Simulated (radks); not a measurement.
Q: The barium ion Ba29+, 27 electrons, occupied as [Ar] 3d9. All-electron calculation, scalar-relativistic Kohn-Sham, exchange-only LDA, spin-polarised, spherical densities, point nucleus; open shells are filled with parallel spins first (spin-orbit coupling, left out, can overturn this in heavy ions). Program: a radial shooting solver on a logarithmic mesh with Libxc functionals. Some entries of the table are withheld. Estimate them.

orbital,occ.,eigenvalue (hartree),<r^2> (bohr^2),<1/r> (bohr^-1)
1s up,1,-1407.355,0.0008895,60.65
1s down,1,-1407.352,0.0008895,60.65
2s up,1,-254.7386,0.01415,13.98
2s down,1,-254.6284,0.01414,13.99
2p up,3,(1),0.01122,13.30
2p down,3,(2),0.01122,13.31
3s up,1,-81.12174,0.09266,5.184
3s down,1,-80.99979,0.09275,5.180
3p up,3,-74.04174,0.09134,(3)
3p down,3,-73.91820,0.09146,(4)
3d up,5,-64.11240,0.07596,4.705
3d down,4,-63.96648,0.07611,4.702

A: 
(1) 2p up eigenvalue (hartree): -232.6855
(2) 2p down eigenvalue (hartree): -232.5985
(3) 3p up <1/r> (bohr^-1): 4.939
(4) 3p down <1/r> (bohr^-1): 4.935
